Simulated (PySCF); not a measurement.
## Spinor energies of Lu⁶⁴⁺ (lutetium, charge +64)

Start: [He] 2s2 2p3; 2p1/2 filled at m_j = -1/2, +1/2; 2p3/2 filled at m_j = +3/2. Calculated with PySCF 2.14 in an even-tempered Gaussian basis (17 s from 48 bohr⁻², ratio 2.4; 13 p from 62 bohr⁻², ratio 2.4; 5 d from 210 bohr⁻², ratio 2.6; 4 f from 310 bohr⁻², ratio 2.6): generalised Hartree-Fock with the X2C-1e Hamiltonian and a Gaussian nucleus; one run each with spin-orbit coupling (SO) switched off, then screened by Boettger's factors.

| spinor shell | electrons | ε, spin-free (eV) | ε, screened SO (eV) | weight of nominal j (screened SO) | rms radius, screened SO (bohr) |
| --- | --- | --- | --- | --- | --- |
| 1s1/2 | 2 | -70236.8 | -70187.8 | 1.000 | 0.0218 |
| 2s1/2 | 2 | -16733.3 | -16718.6 | 1.000 | 0.0856 |
| 2p1/2 | 2 | -15624.5 | -16415.9 | 1.000 | 0.0724 |
| 2p3/2 | 1 | -15624.5 | -15227.0 | 1.000 | 0.0788 |

```csv
quantity,spin-free,screened SO
E (hartree),-8445.91757,-8493.17495
M_J,3/2,3/2
⟨J²⟩,3.750,3.750
⟨L²⟩,0.000,2.595
⟨S²⟩,3.750,1.464
```

Each row is a mean over spinors that exchange with the open shell spreads, by up to 64.739 eV (2s1/2).

Breit and QED terms are absent; they matter most for the inner s and p1/2 levels.

Densities and radii are taken from the X2C orbitals without a picture-change correction, which distorts them close to the nucleus.

Without spin-orbit coupling the j labels of p, d and f shells carry no meaning; the spin-free column gives the mean over the occupied spinors of each nl shell.
